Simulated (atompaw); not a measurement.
## LDA (PW92) PAW (atompaw) dataset for silicon (Si), non-relativistic all-electron reference.

```json
{
  "Element": "Si (Z = 14)",
  "Generator": "atompaw 4.2.0.5",
  "Type": "PAW",
  "Functional": "LDA (PW92)",
  "Relativity": "non-relativistic",
  "Frozen core": "[He]",
  "Valence charge": "12",
  "Reference configuration": "2s2 2p6 3s2 3p2",
  "Partial waves": "2s (bound): rc 0.80 bohr; 3s (bound): rc 0.90 bohr; 2p (bound): rc 0.75 bohr; 3p (bound): rc 0.90 bohr",
  "Local potential": "bessel scheme, radius 0.85 bohr",
  "Core correction": "smooth core density matched at 0.60 bohr",
  "Augmentation charge": "sinc compensation charge, radius 0.90 bohr; PAW radius 0.90 bohr; waves and projectors: custom rrkj gramschmidtortho"
}
```

All-electron outer shells of the reference configuration (LDA (PW92), non-relativistic, ld1.x):

```json
{"shell": "1s", "level (eV)": "-1773.76", "outermost node (bohr)": "–", "outermost maximum (bohr)": "0.07"}
{"shell": "2s", "level (eV)": "-138.09", "outermost node (bohr)": "0.15", "outermost maximum (bohr)": "0.46"}
{"shell": "2p", "level (eV)": "-95.64", "outermost node (bohr)": "–", "outermost maximum (bohr)": "0.39"}
{"shell": "3s", "level (eV)": "-10.83", "outermost node (bohr)": "0.72", "outermost maximum (bohr)": "1.77"}
{"shell": "3p", "level (eV)": "-4.17", "outermost node (bohr)": "0.72", "outermost maximum (bohr)": "2.14"}
```

(1) Estimate the cutoffs (Ry, on a coarse ladder) from which the occupation-weighted sum of valence levels, in a spherical-Bessel basis at the reference potential, stays within 10 and 1 mRy of its value at 400 Ry.

(2) Does the potential have ghost states?

(3) Is the overlap operator S = 1 + Σ q|β⟩⟨β| positive definite (Bessel basis up to 400 Ry)?

Answers

(1) 180 Ry and 260 Ry.

(2) No extra level below or beside the all-electron valence levels (s, p, d, f tested).

(3) Yes: its lowest eigenvalue is 0.22 (s channel).
